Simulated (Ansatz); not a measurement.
Reaction: P2H4 (phosphanylphosphane, SMILES PP) → P2H4+ (parent SMILES PP, doublet) + e-
Each species at its own B3LYP-D3(BJ)/def2-TZVP minimum (Ansatz, a first-principles code).

Total energies in hartree (Ansatz). Open shells are spin-unrestricted; no spin-orbit coupling. Correlated methods leave the cores frozen. No relativity. The UHF reference of H4P2+ (parent SMILES PP, doublet) is spin-contaminated (<S^2> up to 0.07 over the pure value in the sets run). The spin of H4P2+ (parent SMILES PP, doublet) was assumed, and the state is the lowest solution found for it.

```csv
species,HF/cc-pV(T+d)Z,CCSD(T)/cc-pV(T+d)Z,HF/cc-pV(Q+d)Z,CCSD(T)/cc-pV(Q+d)Z,CCSDT(Q)/cc-pV(T+d)Z
1: P2H4 (SMILES PP),-683.82947,-684.20880,-683.83619,-684.23705,-684.21108
"2: P2H4+ (parent SMILES PP, doublet)",-683.54563,-683.88732,-683.55275,-683.91352,-683.88990
```

### Question
Work out the adiabatic ionisation energy (electronic) in eV: take Hartree-Fock from cc-pV(Q+d)Z, extrapolate the CCSD(T) correlation energy as X^-3 (X = 3, 4), and add CCSDT(Q) - CCSD(T) in cc-pV(T+d)Z. 1 hartree = 27.211 eV.

### Answer

Species 1: correlation (64·(-0.40086) - 27·(-0.37933))/37 = -0.41657; step -0.00228; E1 = -683.83619 + (-0.41657) + (-0.00228) = -684.25504
Species 2: correlation (64·(-0.36077) - 27·(-0.34169))/37 = -0.37469; step -0.00258; E2 = -683.55275 + (-0.37469) + (-0.00258) = -683.93002
-1·E1 +1·E2 = 0.32502 hartree = 8.84 eV.
